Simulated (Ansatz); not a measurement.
System: COs (charge 0, triplet). The spin state was set by rule; other spins were not relaxed. SMILES: [Os][C]
Geometry from a B3LYP-D3(BJ)/def2-TZVP (Ansatz, a quantum-chemistry and plane-wave program) optimisation:
```
C
Os 1 1.6628
```
Charge 0, spin multiplicity 3.

Wanted: atomisation energy (electronic, to ground-state atoms), in kcal/mol. Cores are frozen in the correlated levels unless marked. Open shells are spin-unrestricted. Spin-orbit coupling is left out. Frozen are the shells of the preceding noble gas and the d and f shells that filled before the atom's block. Past Kr the def2 sets carry scalar-relativistic core potentials. The coupled-cluster limit lacks core correlation, which all-electron functionals hold. Basis-set limits of correlation are two-point, X^-3; Hartree-Fock from the larger set.

```
level                       program  atomisation energy (kcal/mol)
-------------------  --------------  -----------------------------
B3LYP-D4/def2-TZVPD  Ansatz + dftd4                          146.2
```

### Question
What does CCSD(T)/CBS(def2-TZVPPD,def2-QZVPPD) (Ansatz) give?

### Answer
146.1 kcal/mol, so B3LYP-D4/def2-TZVPD differs from it by 0.1 kcal/mol.
